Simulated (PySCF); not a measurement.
CH₅BOSe. Atoms are numbered in the order given.

```xyz
9

B     -0.1267     0.9345     0.0000
C      1.1561     1.8530     0.0000
H      1.1549     2.5126    -0.8866
H      1.1549     2.5126     0.8866
H      2.1042     1.2959     0.0000
O     -1.3948     1.4228     0.0000
H     -1.4330     2.3884     0.0000
Se     0.0948    -1.0165     0.0000
H     -1.3486    -1.3217     0.0000
```

Coordinates come from a B3LYP-D3(BJ)/def2-SVP optimisation. This is a generated structure with no PubChem entry under its InChIKey; it may be hypothetical. One conformer was computed; it need not be the lowest.

These are HF/pcSseg-1 (PySCF) values and carry that method's errors.

GIAO shieldings, no solvent; atoms alike by connectivity are averaged. δ = σ(ref) − σ: ¹¹B against BF3 (σ = 102.7 ppm); ¹³C against TMS (σ = 192.6 ppm); ¹H against TMS (σ = 31.99 ppm); ¹⁷O against H2O (σ = 333.0 ppm); ⁷⁷Se against Me2Se (σ = 1942.8 ppm), references at their B3LYP-D3(BJ)/def2-TZVP geometries, non-relativistic.

```tsv
nucleus	atoms	count	δ (ppm)
¹¹B	B1	1	43.9
¹³C	C2	1	8.7
¹H	H7	1	4.99
¹H	H9	1	2.57
¹H	H3, H4, H5	3	0.92
¹⁷O	O6	1	143.6
⁷⁷Se	Se8	1	-82.0
```
